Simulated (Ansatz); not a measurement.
Basis-set series for BFGeH$_{4}$Si (`F[B]1[SiH2][GeH2]1`). Total charge 0; spin multiplicity 1. The geometry is a stationary point of PBE0-D4/def2-TZVP.

```csv
functional,basis,functions,energy (Eh),HOMO (eV),LUMO (eV)
PBE0-D4,def2-SVP,98,-2492.61204,-6.77,-1.94
PBE0-D4,def2-TZVPP,208,-2493.12380,-6.79,-2.00
ωB97M-V,def2-SVP,98,-2492.93335,-8.63,0.11
ωB97M-V,def2-TZVPP,208,-2493.44778,-8.68,0.00
```

Question: Give the rows for def2-QZVPP. (Estimate.)

Answer: Computed: 
| functional | basis | functions | energy (Eh) | HOMO (eV) | LUMO (eV) |
| --- | --- | --- | --- | --- | --- |
| PBE0-D4 | def2-QZVPP | 393 | -2493.18470 | -6.80 | -2.01 |
| ωB97M-V | def2-QZVPP | 393 | -2493.50648 | -8.68 | -0.05 |

Scalar relativity is left out up to krypton.
